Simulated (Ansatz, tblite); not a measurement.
Cost and result up the ladder for the cluster CuSn2 (the lowest doublet isomer of a short search) (3 atoms). Charge 0, multiplicity 2. Geometry: PBE-D4/def2-TZVP.

```xyz
3

Cu   -0.5877    1.0645    0.7967
Sn    0.9840   -0.9607    0.6834
Sn   -0.3963   -0.1038   -1.4800
```

Ansatz on 4 threads of Arm Neoverse V2 on a shared host; xTB runs through tblite on one thread. Times are rough, summed over both states, and most runs start from the orbitals of an earlier one. PBE0-D4/def2-TZVP serves as the yardstick here, not as an exact answer. The other state is a triplet.

In the def2 sets Sn takes a core potential; there is no spin–orbit coupling. The xTB rows come from tblite. HOMO above LUMO, or a gap near zero within one spin, warns that the state may not be the lowest or that an electron is smeared out. The structure comes from a short search, and lower isomers may exist.

Raw xTB energies of ions are shifted by several eV, and xTB has no spin-polarisation term.

```csv
level,functions,vertical IE (eV),difference from PBE0-D4/def2-TZVP (eV),remarks
GFN1-xTB,27,12.28,5.65,–
PBE0-D4/def2-TZVP,145,6.63,0.00,–
PBE-D4/def2-TZVP,145,6.63,0.00,gap within one spin near zero (doublet)
r2SCAN-D4/def2-TZVP,145,6.61,-0.02,–
GFN2-xTB,27,11.42,4.79,–
```

Estimate how long each takes.

GFN1-xTB 0.004 s; GFN2-xTB 0.005 s; PBE0-D4/def2-TZVP 12 s; PBE-D4/def2-TZVP 17 s; r2SCAN-D4/def2-TZVP 38 s. On shared hardware such times vary by a factor of up to 3.
